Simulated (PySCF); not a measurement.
Vertical excitations of a molecule C4H10OSi from TDA-PBE/def2-SVPD run with PySCF, as energy in eV (oscillator strength): 5.46 (0.018), 5.81 (0.017), 6.30 (0.068), 6.33 (0.087), 6.48 (0.019), 6.63 (0.019). Lowest triplet (TDA): 4.21 eV. Geometry: PBE0-D3(BJ)/def2-SVP. One conformer was computed; it need not be the lowest.

Question: Which molecule gave these data?
(A) C[C@@]1([SiH3])CCO1
(B) C[Si@H](O)C1CC1
(C) C[C@@H]1C[C@@H]1[SiH2]O
(D) C=C[C@H]([SiH3])CO

Answer: D, C=C[C@H]([SiH3])CO
